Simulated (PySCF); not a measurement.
B(H)(Cl)(OMe) (CH₄BClO), SMILES COBCl.

Coordinates come from a PBE0-D3(BJ)/def2-SVP optimisation. Other conformers were not sampled.

The numbers are results of PySCF with r2SCAN/def2-TZVPD, not measurements.

Symmetry labels are those of the subgroup Cs that the program uses (full group Cs).

Computed valence orbital energies around the gap with their symmetry:
```json
[
 {"orbital": "HOMO−7", "symmetry": "A'", "energy (eV)": "-12.42"},
 {"orbital": "HOMO−6", "symmetry": "A\"", "energy (eV)": "-12.12"},
 {"orbital": "HOMO−5", "symmetry": "A'", "energy (eV)": "-11.63"},
 {"orbital": "HOMO−4", "symmetry": "A'", "energy (eV)": "-9.73"},
 {"orbital": "HOMO−3", "symmetry": "A\"", "energy (eV)": "-9.09"},
 {"orbital": "HOMO−2", "symmetry": "A'", "energy (eV)": "-8.38"},
 {"orbital": "HOMO−1", "symmetry": "A\"", "energy (eV)": "-7.88"},
 {"orbital": "HOMO", "symmetry": "A'", "energy (eV)": "-7.72"},
 {"orbital": "LUMO", "symmetry": "A\"", "energy (eV)": "-1.03"},
 {"orbital": "LUMO+1", "symmetry": "A'", "energy (eV)": "0.46"},
 {"orbital": "LUMO+2", "symmetry": "A'", "energy (eV)": "0.84"},
 {"orbital": "LUMO+3", "symmetry": "A'", "energy (eV)": "1.43"}
]
```
